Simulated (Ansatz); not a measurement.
C2H6SZn, SMILES [SH][Zn][CH2]C. Atoms are numbered in the order given.

```xyz
10

Zn     0.1362    -0.0359     0.2580
C      0.8123    -1.6717    -0.5619
C      0.4845    -1.8454    -2.0427
H      0.4196    -2.5225     0.0224
H      1.9054    -1.6882    -0.4049
H      0.8952    -1.0290    -2.6581
H     -0.6014    -1.8687    -2.2285
H      0.8962    -2.7864    -2.4470
S     -0.5996     1.8121     1.1792
H     -1.7913     1.2511     1.4877
```
Charge 0, spin multiplicity 1.

Geometry: PBE0-D3(BJ)/def2-SVP. The isomer is the one that the SMILES or the coordinates give; other isomers of the formula were not compared. Other conformers were not sampled.

Two levels are set side by side: PBE-D3(BJ)/def2-SVP (Ansatz, an electronic-structure program) and PBE0-D3(BJ)/def2-SVP (Ansatz). Each level has its own optimised geometry; the coordinates shown are those of the second. Differences are taken from unrounded values.

```json
[
 {"quantity": "mean bond length (Å)", "PBE0-D3(BJ)": "1.393"},
 {"quantity": "bond Zn1–C2 (Å)", "PBE0-D3(BJ)": "1.951"},
 {"quantity": "bond Zn1–S9 (Å)", "PBE0-D3(BJ)": "2.192"},
 {"quantity": "bond C2–C3 (Å)", "PBE0-D3(BJ)": "1.527"},
 {"quantity": "bond C2–H4 (Å)", "PBE0-D3(BJ)": "1.104"},
 {"quantity": "bond C2–H5 (Å)", "PBE0-D3(BJ)": "1.104"},
 {"quantity": "bond C3–H6 (Å)", "PBE0-D3(BJ)": "1.102"},
 {"quantity": "bond C3–H7 (Å)", "PBE0-D3(BJ)": "1.102"},
 {"quantity": "bond C3–H8 (Å)", "PBE0-D3(BJ)": "1.104"},
 {"quantity": "bond S9–H10 (Å)", "PBE0-D3(BJ)": "1.353"}
]
```

What does PBE-D3(BJ) give, and how far is it from PBE0-D3(BJ)? (Estimate from the structure and the level; the computed values follow.)


| quantity | PBE-D3(BJ) | PBE-D3(BJ) minus PBE0-D3(BJ) |
|---|---|---|
| mean bond length (Å) | 1.401 | 0.008 |
| bond Zn1–C2 (Å) | 1.953 | 0.002 |
| bond Zn1–S9 (Å) | 2.201 | 0.009 |
| bond C2–C3 (Å) | 1.534 | 0.008 |
| bond C2–H4 (Å) | 1.112 | 0.008 |
| bond C2–H5 (Å) | 1.112 | 0.008 |
| bond C3–H6 (Å) | 1.110 | 0.008 |
| bond C3–H7 (Å) | 1.110 | 0.008 |
| bond C3–H8 (Å) | 1.112 | 0.008 |
| bond S9–H10 (Å) | 1.365 | 0.012 |

GGA bonds tend to be longer and softer than those of functionals with exact exchange. Differences between two approximate levels are no errors against the true value.
